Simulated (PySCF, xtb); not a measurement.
BFH6O2Si2, SMILES OB([SiH2][SiH2]F)O.

GFN2-xTB run with xtb at its own geometry gives an orbital gap of 3.81 eV and a dipole moment of 0.85 D.

Geometry optimised at r2SCAN-D4/def2-SVP. This is a generated structure with no PubChem entry under its InChIKey; it may be hypothetical. One conformer was computed; it need not be the lowest.

Q: What does PBE/def2-TZVP (PySCF) give? (An estimate is asked for; the answer gives what the named calculation found.)

A: gap 4.84 eV (levels -6.77 and -1.93 eV), dipole 0.57 D.
